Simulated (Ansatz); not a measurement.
Species: BHBr, charge 0, doublet. BHBr (SMILES [BH]Br, doublet).
B3LYP-D3(BJ)/def2-TZVP minimum from Ansatz (a program for electronic structure):
```
B
H 1 1.1882
Br 1 1.8779 2 123.60
```
Charge 0, spin multiplicity 2.

Hartree-Fock and CCSD(T) correlation energies in hartree (Ansatz). UHF or UKS for unpaired electrons; spin-orbit terms are left out. Cores are frozen in correlated methods (noble-gas shells, and filled d and f shells in the p block). No relativity. Spin-orbit terms, left out, reach several kcal/mol for Br and I, and more for heavier atoms.

```tsv
basis	X	E(HF)	E(corr, CCSD(T))
cc-pVTZ	3	-2597.69545	-0.27186
cc-pVQZ	4	-2597.69989	-0.29444
cc-pV5Z	5	-2597.70048	withheld
```

Fit E(corr) = E∞ + A/X³ to X = 3 and 4, predict X = 5, and compare with the run.

A = (-0.27186 - (-0.29444))/(1/27 - 1/64) = 1.0545; E∞ = -0.29444 - A/64 = -0.31092; at X = 5, E∞ + A/125 = -0.30248. The run gave -0.30211, 0.37 mEh above the prediction. The same form on X = 4 and 5 gives E∞ = -0.31016, 0.76 mEh above the first estimate.
